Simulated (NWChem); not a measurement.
All runs are NWChem calculations. System: BF, charge 0, spin multiplicity 1, displaced from the optimised geometry. The structure started from a generated list of species. Level: RHF/cc-pVDZ, spin-restricted.

Job file:

```
start mol
memory heap 200 mb stack 900 mb global 1100 mb
geometry units angstroms nocenter noautoz noautosym
  B      0.000000     0.000000    -0.812271
  F      0.000000     0.000000     1.083028
end
basis spherical
  * library cc-pvdz
end
scf
  rhf
  nopen 0
  maxiter 100
  thresh 1e-7
  semidirect memsize 60000000 filesize 0
end
task scf energy
```

Output (cleaned and shortened):

```
             Northwest Computational Chemistry Package (NWChem) 7.3.0
             --------------------------------------------------------

                                NWChem Input Module
                                -------------------

 Scaling coordinates for geometry "geometry" by  1.889725989
 (inverse scale =  0.529177249)

                             Geometry "geometry" -> ""
                             -------------------------

 Output coordinates in angstroms (scale by  1.889725989 to convert to a.u.)

  No.       Tag          Charge          X              Y              Z
 ---- ---------------- ---------- -------------- -------------- --------------
    1 B                    5.0000     0.00000000     0.00000000    -0.81227100
    2 F                    9.0000     0.00000000     0.00000000     1.08302800

 Effective nuclear repulsion energy (a.u.)      12.5642319259

            Nuclear Dipole moment (a.u.)
            ----------------------------
        X                 Y               Z
 ---------------- ---------------- ----------------
     0.0000000000     0.0000000000    10.7447873293


 Summary of "ao basis" -> "" (spherical)
 ------------------------------------------------------------------------------
       Tag                 Description            Shells   Functions and Types
 ---------------- ------------------------------  ------  ---------------------
 *                          cc-pvdz                   on all atoms

 Summary of "ao basis" -> "ao basis" (spherical)
 ------------------------------------------------------------------------------
       Tag                 Description            Shells   Functions and Types
 ---------------- ------------------------------  ------  ---------------------
 B                          cc-pvdz                  6       14   3s2p1d
 F                          cc-pvdz                  6       14   3s2p1d

                                 NWChem SCF Module
                                 -----------------

  ao basis        = "ao basis"
  functions       =    28
  atoms           =     2
  closed shells   =     7
  open shells     =     0
  charge          =   0.00
  wavefunction    = RHF
  use symmetry    = F
  symmetry adapt  = F

 Summary of "ao basis" -> "ao basis" (spherical)
 ------------------------------------------------------------------------------
       Tag                 Description            Shells   Functions and Types
 ---------------- ------------------------------  ------  ---------------------
 B                          cc-pvdz                  6       14   3s2p1d
 F                          cc-pvdz                  6       14   3s2p1d

 Forming initial guess at       0.0s

      Superposition of Atomic Density Guess
      -------------------------------------

 Sum of atomic energies:        -123.91681289

      Non-variational initial energy
      ------------------------------

 Total energy =    -123.536019
 1-e energy   =    -196.708326
 2-e energy   =      60.608076
 HOMO         =      -0.401280
 LUMO         =       0.020793

 Starting SCF solution at       0.1s

 ----------------------------------------------
         Quadratically convergent ROHF

 Convergence threshold     :          1.000E-07
 Maximum no. of iterations :          100
 Final Fock-matrix accuracy:          1.000E-09
 ----------------------------------------------

              iter       energy          gnorm     gmax       time
             ----- ------------------- --------- --------- --------
                 1     -123.8859543016  1.19D+00  4.13D-01      0.1
                 2     -123.9768754371  2.40D-01  1.08D-01      0.1
                 3     -123.9852133200  1.30D-01  4.50D-02      0.1
                 4     -123.9870456144  1.32D-02  6.63D-03      0.1
                 5     -123.9870963488  2.27D-04  1.10D-04      0.1
                 6     -123.9870963532  3.46D-08  1.51D-08      0.1

       Final RHF  results
       ------------------

         Total SCF energy =   -123.987096353169
      One-electron energy =   -197.739381076978
      Two-electron energy =     61.188052797877
 Nuclear repulsion energy =     12.564231925932

        Time for solution =      0.0s

             Final eigenvalues
             -----------------

              1
    1  -26.2160
    2   -7.8360
    3   -1.4504
    4   -0.6278
    5   -0.5446
    6   -0.5446
    7   -0.4622
    8    0.0198
    9    0.0198
   10    0.1260
   11    0.4324
   12    0.4324
   13    0.4354
   14    0.4714
   15    0.8412
   16    0.8412
   17    0.8669

                       ROHF Final Molecular Orbital Analysis
                       -------------------------------------

 Vector    5  Occ=2.000000D+00  E=-5.446454D-01
              MO Center=  3.1D-15, -1.1D-16,  1.0D+00, r^2= 5.4D-01
   Bfn.  Coefficient  Atom+Function         Bfn.  Coefficient  Atom+Function
  ----- ------------  ---------------      ----- ------------  ---------------
    18      0.644549  2 F  px                21      0.481435  2 F  px

 Vector    6  Occ=2.000000D+00  E=-5.446454D-01
              MO Center=  9.1D-17, -4.4D-15,  1.0D+00, r^2= 5.4D-01
   Bfn.  Coefficient  Atom+Function         Bfn.  Coefficient  Atom+Function
  ----- ------------  ---------------      ----- ------------  ---------------
    19      0.644549  2 F  py                22      0.481435  2 F  py

 Vector    7  Occ=2.000000D+00  E=-4.622032D-01
              MO Center=  1.8D-15, -1.3D-16, -3.7D-01, r^2= 2.2D+00
   Bfn.  Coefficient  Atom+Function         Bfn.  Coefficient  Atom+Function
  ----- ------------  ---------------      ----- ------------  ---------------
    20      0.411657  2 F  pz                 3      0.394479  1 B  s
     2      0.363412  1 B  s                 23      0.325456  2 F  pz
     6     -0.275270  1 B  pz

 Vector    8  Occ=0.000000D+00  E= 1.976076D-02
              MO Center= -7.1D-16,  4.6D-15, -8.1D-01, r^2= 2.2D+00
   Bfn.  Coefficient  Atom+Function         Bfn.  Coefficient  Atom+Function
  ----- ------------  ---------------      ----- ------------  ---------------
     8      0.637399  1 B  py                 5      0.497944  1 B  py

 Vector    9  Occ=0.000000D+00  E= 1.976076D-02
              MO Center= -2.6D-15,  3.2D-16, -8.1D-01, r^2= 2.2D+00
   Bfn.  Coefficient  Atom+Function         Bfn.  Coefficient  Atom+Function
  ----- ------------  ---------------      ----- ------------  ---------------
     7      0.637399  1 B  px                 4      0.497944  1 B  px

 Vector   10  Occ=0.000000D+00  E= 1.260478D-01
              MO Center= -1.3D-15,  1.4D-15, -5.7D-01, r^2= 2.5D+00
   Bfn.  Coefficient  Atom+Function         Bfn.  Coefficient  Atom+Function
  ----- ------------  ---------------      ----- ------------  ---------------
     9      0.723903  1 B  pz                 6      0.468172  1 B  pz
    17     -0.370948  2 F  s                 23      0.299941  2 F  pz
    20      0.273285  2 F  pz                 2      0.199868  1 B  s
     3      0.166082  1 B  s

 center of mass
 --------------
 x =   0.00000000 y =   0.00000000 z =   0.73260059

 moments of inertia (a.u.)
 ------------------
          89.412330017417           0.000000000000           0.000000000000
           0.000000000000          89.412330017417           0.000000000000
           0.000000000000           0.000000000000           0.000000000000

  Mulliken analysis of the total density
  --------------------------------------

    Atom       Charge   Shell Charges
 -----------   ------   -------------------------------------------------------
    1 B    5     4.46   2.00  1.00  0.89  0.33  0.19  0.04
    2 F    9     9.54   2.00  0.89  1.07  3.25  2.33  0.00

       Multipole analysis of the density wrt the origin
       ------------------------------------------------

     L   x y z        total         open         nuclear
     -   - - -        -----         ----         -------
     0   0 0 0     -0.000000      0.000000     14.000000

     1   1 0 0     -0.000000      0.000000      0.000000
     1   0 1 0      0.000000      0.000000      0.000000
     1   0 0 1     -1.270937      0.000000     10.744787

     2   2 0 0     -7.517276      0.000000      0.000000
     2   1 1 0      0.000000      0.000000      0.000000
     2   1 0 1      0.000000      0.000000      0.000000
     2   0 2 0     -7.517276      0.000000      0.000000
     2   0 1 1      0.000000      0.000000      0.000000
     2   0 0 2    -10.900337      0.000000     49.478766

 Task  times  cpu:        0.1s     wall:        0.1s

 Total times  cpu:        0.1s     wall:        0.1s
```
